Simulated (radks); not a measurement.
Task: All-electron atom: Tb in [Xe] 4f9 6s2 (the NIST ground configuration). All-electron calculation, scalar-relativistic Kohn-Sham, LDA (Slater exchange, Perdew-Wang correlation), spin-unpolarised, spherical densities, point nucleus. Program: a radial shooting solver on a logarithmic mesh with Libxc functionals. Some entries of the table are withheld. Estimate them.

orbital,occ.,eigenvalue (Ry),r(max) (bohr)
1s,2,-3808.248,0.01365
2s,2,-631.3658,0.07756
2p,6,-561.2545,0.06281
3s,2,(1),0.2200
3p,6,-118.3730,0.2159
3d,10,-90.14643,(2)
4s,2,-27.68516,0.5047
4p,6,-20.56321,0.5270
4d,10,-10.78822,0.5466
5s,2,-3.50059,1.180
5p,6,-1.83382,1.348
6s,2,-0.28313,3.451
4f,9,-0.23816,0.5545
5d,0,-0.10752,2.142
6p,0,-0.08969,4.826
7s,0,-0.00577,10.77

Result: 
(1) 3s eigenvalue (Ry): -139.9932
(2) 3d r(max) (bohr): 0.1763
